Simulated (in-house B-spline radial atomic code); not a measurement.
# The selenium ion Se⁷⁺: [Ar] 3d9

Method: Dirac-Kohn-Sham LC-wPBE, spherical fractional occupations, Fermi nucleus of rms radius 4.14 fm. Calculated with a radial B-spline atomic code at the basis-set limit.

Z_r = [3n² - l(l+1)]/(2<r>); Z_e = n√(-2ε); the last column is Slater's effective charge. Values are occupation-weighted means over j. An effective charge above Z reflects the relativistic contraction of the inner shells.

```tsv
shell	electrons	ε (eV)	<r> (bohr)	Z_r	Z_e	Slater
1s	2	-12634	0.04408	34.03	30.47	33.70
2s	2	-1738.2	0.1956	30.68	22.61	29.85
2p	6	-1544.9	0.171	29.25	21.31	29.85
3s	2	-339.69	0.5668	23.82	14.99	22.75
3p	6	-278.7	0.5783	21.62	13.58	22.75
3d	9	-176.49	0.5925	17.72	10.80	13.20
```

The least bound orbital is 3d5/2 at -176.1 eV, and it is also the most diffuse (<r> = 0.5939 bohr).

Spin-orbit splittings of the orbital energies (j = l + 1/2 above j = l - 1/2 when positive): 2p 41.78 eV, 3p 6.083 eV, 3d 0.9773 eV.

For the 1s electron the small component carries 1.52 % of the norm, the zero-frequency Breit interaction raises the level by 19.65 eV, self-energy by 10.32 eV, and vacuum polarisation lowers it by 1.034 eV.

Caution: exact exchange at fractional occupations of open shells leaves self-interaction of up to several eV.
